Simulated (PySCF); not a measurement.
Na(OH) (HNaO), SMILES [OH][Na].

Coordinates come from a PBE-D3(BJ)/def2-TZVPD optimisation. A frequency run showed that this geometry is not a minimum. The isomer is the one that the SMILES or the coordinates give; other isomers of the formula were not compared.

Level of theory: PBE-D3(BJ)/def2-TZVPD (PySCF).

Frequencies are harmonic and unscaled.

Modes within 1.5 cm⁻¹ of each other (mostly degenerate sets) share a row, with their intensities summed.

Computed harmonic wavenumbers and intensities:
```csv
mode,ν (cm⁻¹),IR (km/mol),moving atoms (share of kinetic energy)
1–2,106i,61.7,"H 87 %, O 12 %"
3,551,76.7,"O 54 %, Na 43 %"
4,3843,6.5,H 94 %
```
